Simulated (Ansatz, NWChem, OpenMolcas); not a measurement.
**SnTe (SMILES [Sn][Te]): methods side by side**

SnTe: 2 atoms, total charge 0, spin state singlet. As SMILES, `[Sn][Te]`. The coordinates come from a PBE0-D4/def2-TZVP relaxation.

```jsonl
{"atom": "Sn", "x (Å)": "0.0000", "y (Å)": "0.0000", "z (Å)": "0.0094"}
{"atom": "Te", "x (Å)": "0.0000", "y (Å)": "0.0000", "z (Å)": "2.5273"}
```

Quantity: the HOMO–LUMO gap, in eV. The values are calculated.

```tsv
level	kind	program	value (eV)	CPU time
BLYP/def2-TZVPPD (core potential)	GGA	OpenMolcas	2.51	31 s
revPBE/def2-TZVPPD (core potential)	GGA	Ansatz	2.60	9.6 s
TPSS/def2-TZVPPD (core potential)	meta-GGA	OpenMolcas	2.68	40 s
B3LYP/def2-TZVPPD (core potential)	global hybrid	OpenMolcas	?	31 s
M06-2X/def2-TZVPPD (core potential)	hybrid meta-GGA	OpenMolcas	?	36 s
PBE0/def2-TZVPPD (core potential)	global hybrid	Ansatz	4.03	11 s
wB97X/def2-TZVPPD (core potential)	range-separated hybrid	NWChem	7.65	5.8 min
B2PLYP/def2-TZVPPD (core potential)	double hybrid	OpenMolcas	5.54	21 s
```

Q: Estimate what the levels marked ? give.

A: As computed at these levels: B3LYP/def2-TZVPPD (core potential): 3.65 eV; M06-2X/def2-TZVPPD (core potential): 5.63 eV. The values span 2.51 to 7.65 eV. Orbital gaps aren't excitation energies, and those of double hybrids come from the SCF part alone; they tend to grow with the share of exact exchange. Times are those of the runs behind each value, whatever else they computed, on shared processors of several kinds: orders of magnitude only.
